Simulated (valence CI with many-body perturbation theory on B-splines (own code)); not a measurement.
Results of a calculation; reference values are marked as such.
## Ru¹¹⁺: what the settings do

Method: valence CI with perturbative core correlation (CI+MBPT): five valence electrons over a frozen Dirac-Fock core [Ar] 3d10, radial functions for each j: 6 s, 6 p, 5 d, 3 f, 1 g, with the one-electron correlation potential Σ1 (screened to all orders), the two-electron term Σ2, the three-electron term Σ3, Breit, model QED; selected single and double excitations, second order for the rest, scaled by the run's own slope (own B-spline code, finite nucleus).

No measured spectrum was set against this ion. As an estimate, levels hold to about 250 cm⁻¹ or 0.2 % of their energy and the worst to 1 %, as in measured heavy ions of charge 2 to 7; those with d or f electrons hold less well. Among the levels kept, up to 870 cm⁻¹ of a level comes from second order outside the variational space, and about a tenth of that is noise between levels of different J, which matters for small intervals.

The reference run has the lowest level 4s2 4p3 4S°_3/2 and an ionisation energy of 245.768 eV. Its largest variational space holds 9991 state functions.

Names give the largest LS component (configuration and term), which can be under half, so a name can repeat, a term be missing and a line seem to break the LS rules; names also repeat where a configuration has a term twice.

Changed runs:
A. core polarisation of operators on → off
B. correlating orbitals by l 3 3 3 2 1 → 1 4 1 3 3
C. size limit of the variational space 10000 → 3000; second order for the rest on → off
D. start configuration 4s2 4p3 → 4s2 4p4 (bad on purpose)

Excitation energies of the reference run in cm⁻¹, and shifts in cm⁻¹:

| Level | Reference | A | B | C |
| --- | --- | --- | --- | --- |
| 4s2 4p3 2D°_3/2 | 32461 | 0 | +14 | +111 |
| 4s2 4p3 2D°_5/2 | 44222 | 0 | +16 | +260 |
| 4s2 4p3 2P°_1/2 | 66435 | 0 | +41 | -241 |
| 4s2 4p3 2P°_3/2 | 89722 | 0 | +39 | +153 |
| 4s 4p4 4P_5/2 | 263554 | 0 | -51 | +710 |
| 4s 4p4 4P_3/2 | 284433 | 0 | -45 | +530 |
| 4s 4p4 4P_1/2 | 289742 | 0 | -37 | -160 |
| 4s 4p4 2D_3/2 | 324689 | 0 | -0.1 | +920 |
| 4s 4p4 2D_5/2 | 332458 | 0 | -0.5 | +1154 |
| 4s 4p4 2S_1/2 | 367676 | 0 | +39 | +243 |
| 4s 4p4 2P_3/2 | 373466 | 0 | +22 | +1248 |
| 4s 4p4 2P_1/2 | 405507 | 0 | +36 | +351 |
| Ionisation energy (eV) | 245.768 | 0 | -0.010 | -0.094 |

No effect on these energies: A.

Run D: It gave no result: the electrons of core and valence do not add up to the charge. The program said: "core and valence hold 34 electrons, the ion has 33".
